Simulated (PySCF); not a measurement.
Excitations are Tamm–Dancoff values on a coarser integration grid. The basis has no diffuse functions, so Rydberg states are missing or too high.

Cartesian coordinates (Å):
```xyz
6

N     -1.0237    -0.1136     0.0105
Al     0.7141     0.0794    -0.0073
Cl     1.5472     1.9876    -0.0899
Cl     1.9465    -1.5998     0.0541
H     -1.5001    -1.0008     0.0494
H     -1.6841     0.6471    -0.0167
```
Charge 0, multiplicity 1.

Give the dipole moment, S1 excitation (TDA), HOMO–LUMO gap, S1 oscillator strength, HOMO, LUMO, brightest of the four lowest singlets (TDA) and S1–T1 gap (TDA) at the level r2SCAN-D4/def2-TZVP (PySCF 2.14.0).


- dipole moment = 2.36 D
- S1 excitation (TDA) = 5.93 eV
- HOMO–LUMO gap = 5.92 eV
- S1 oscillator strength = 0.032
- HOMO = -6.89 eV
- LUMO = -0.97 eV
- brightest of the four lowest singlets (TDA) = 6.95 eV
- S1–T1 gap (TDA) = 0.50 eV
